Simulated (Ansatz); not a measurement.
Ta₂Si. The state is a singlet with charge 0. Geometry relaxed at PBE-D4/def2-TZVP.

```xyz
3

Ta   -0.630   -0.774   -0.917
Ta    1.217   -0.439    0.403
Si   -0.587    1.213    0.514
```

In the def2 sets Ta takes a core potential; there is no spin–orbit coupling. The restricted singlet is unstable: a solution with broken spin symmetry lies lower. The structure comes from a short search, and lower isomers may exist.

**Question.** Estimate the harmonic wavenumbers at RKS PBE-D4/def2-TZVP (Ansatz, unscaled). Is this a minimum?

**Answer.** 248, 271, 419 cm⁻¹. Yes, no mode is imaginary beyond noise. Zero-point energy 5.6 kJ/mol. Hardware: 4 threads of Arm Neoverse V1 on a shared host. Wall time 13 s.
